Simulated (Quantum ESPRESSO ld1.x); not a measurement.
The numbers below are computed, except where a source is named.
One sound ld1.x (Quantum ESPRESSO 7.5) input for neutral lanthanum gives E = -8486.878 hartree in 33 iterations:

```
 &input
    zed=57.0,
    iswitch=1,
    rel=1,
    lsd=1,
    dft='PZ',
    config='[Xe] 5d1 6s2',
    verbosity='high',
    prefix='ld1',
    max_out_wfc=37,
    file_charge='ld1.rho',
 /
```

Changed or added lines, one case at a time, and what came of them:

- rmax=1000.0: harmless. The energy moves by less than 1e-5 hartree against the default mesh (-8486.878 hartree).
- dft='TPSS': refused. The program stops in ld1_setup with "meta-GGA not implemented for LSDA": ld1.x has meta-GGAs only without spin and for rel = 0 or 1.
- rel=2: refused. The program stops in ld1_readin with "local spin density and spin-orbit not allowed": spin polarisation goes with rel = 0 or 1 alone.
- config='[Xe] 5d1 6s2 8s1': refused. The program stops in el_config with "wrong main quantum number": the config string takes n from 1 to 7 alone.
- beta=1.5: harmless. The Broyden-type mixing copes: 24 iterations against 33, same energy.
- rel=-1: refused. The program stops in ld1_readin with "wrong rel": rel takes 0, 1 or 2.
- zed=104.0: refused. The program stops in ld1_readin with "wrong nuclear charge zed: 104.00": zed must lie above 0 and at most 103.
